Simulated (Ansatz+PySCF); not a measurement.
## singlet H8: levels of theory in one basis

```xyz
8

H     1.3066    0.0000    0.0000
H     0.9239    0.9239    0.0000
H     0.0000    1.3066    0.0000
H    -0.9239    0.9239    0.0000
H    -1.3066    0.0000    0.0000
H    -0.9239   -0.9239    0.0000
H     0.0000   -1.3066    0.0000
H     0.9239   -0.9239    0.0000
```

Basis set: 6-31G* (spherical functions). All electrons are correlated. Charge 0, multiplicity 1.

Computed with Ansatz (development build ahead of 0.2.0); each method stands on the lowest determinant of its kind that the runs found. NEVPT2 correlates all electrons. Active spaces start from the frontier orbitals, and the lowest solution found is given.

```tsv
method	E − E(RHF) (eV)	<S²> of the determinant
RHF	0.00	0.00
UHF	-1.73	1.15
RHF-MP2	-2.65	–
UHF-MP2	-3.33	1.15
RHF-CCSD	-4.02	–
UHF-CCSD	-4.16	1.15
RHF-CCSD(T)	-4.20	–
UHF-CCSD(T)	-4.20	1.15
RHF-CCSDT(Q)	-4.23	–
UHF-CCSDT(Q)	-4.26	1.15
CASSCF(8,8)	-3.57	–
CASSCF(2,2)	-0.70	–
SC-NEVPT2(8,8)	-4.15	–
SC-NEVPT2(2,2)	-2.68	–
```

Problem. What does full CI (lowest root of this spin) give on the same scale?

Solution. -4.32 eV.

At such a shape the full CI root can have another spatial symmetry than the determinants, so the rows needn't describe one state.

Problem. Is a single determinant a sound starting point here?

Solution. It is doubtful. Unrestricted orbitals lower Hartree–Fock by 1.73 eV and <S²> is 1.15 where a pure state has 0.00, a sign of strong static correlation. The CASSCF(8,8) natural occupations are 1.98, 1.95, 1.95, 1.00, 1.00, 0.05, 0.05, 0.02. The CASSCF(2,2) natural occupations are 1.95, 0.05.

Caution for RHF, RHF-MP2, RHF-CCSD, RHF-CCSD(T), RHF-CCSDT(Q): an unrestricted determinant lies well below; the determinant breaks the point group. Caution for UHF, UHF-MP2, UHF-CCSD, UHF-CCSD(T), UHF-CCSDT(Q): the unrestricted determinant is a mixture of spin states. Caution for RHF-MP2, RHF-CCSD, RHF-CCSD(T), RHF-CCSDT(Q): large amplitudes, a single reference is doubtful. Caution for UHF-MP2, UHF-CCSD, UHF-CCSD(T), UHF-CCSDT(Q): bonds are stretched, where a single reference can fail. Caution for UHF-CCSD, UHF-CCSD(T): the program doubts this total. Caution for RHF-CCSDT(Q): the amplitudes may be one of several solutions. Caution for CASSCF(2,2), SC-NEVPT2(2,2): other starts end on other solutions of this active space.
